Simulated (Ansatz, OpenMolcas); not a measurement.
**AlCl2F (SMILES [F][Al]([Cl])[Cl]): the vertical electron affinity, rung by rung**

AlCl2F has 4 atoms, charge 0, and is taken as a singlet. As SMILES, `[F][Al]([Cl])[Cl]`. Geometry: relaxed at PBE0-D4/def2-TZVP.

Each level gives the vertical electron affinity (to the doublet anion) (eV). The values are calculated.

The electron affinity is E(neutral) − E(anion): positive where the electron is bound.

```csv
level,kind,program,value (eV),less CCSD(T)/def2-SVPD,CPU time (all runs)
HF/def2-SVPD,Hartree–Fock,Ansatz,-0.64,-0.56,10 s
BLYP/def2-SVPD,GGA,OpenMolcas,0.17,+0.25,71 s
TPSS/def2-SVPD,meta-GGA,OpenMolcas,0.14,+0.22,1.7 min
BHLYP/def2-SVPD,global hybrid,Ansatz,-0.03,+0.05,19 s
wB97M-V/def2-SVPD,range-separated hybrid,Ansatz,-0.02,+0.06,2.1 min
B2PLYP/def2-SVPD,double hybrid,Ansatz,0.04,+0.12,24 s
MP2/def2-SVPD,perturbation theory,Ansatz,-0.12,-0.04,9.5 s
CCSD(T)/def2-SVPD,coupled cluster or CI,Ansatz,-0.08,0.00,66 s
FCI/STO-3G,exact in the basis,Ansatz,-7.20,-7.12,23 s
```

Differences are taken from CCSD(T)/def2-SVPD for orientation; it has basis-set and higher-order errors of its own. Where it was recorded, the anion's HOMO is positive in HF/def2-SVPD, BLYP/def2-SVPD, TPSS/def2-SVPD, BHLYP/def2-SVPD, wB97M-V/def2-SVPD, B2PLYP/def2-SVPD: a fault of the level (basis or self-interaction), which says nothing on whether the real anion is bound. The values span -7.20 to 0.17 eV. High-level rows in very small sets aren't better than simpler rows in larger ones. Negative values mean that the anion is unbound at that level; they are set by how diffuse the basis is and aren't properties of the molecule, whose anion may well be bound. CPU times are rough (shared hosts, several kinds of processor and program).
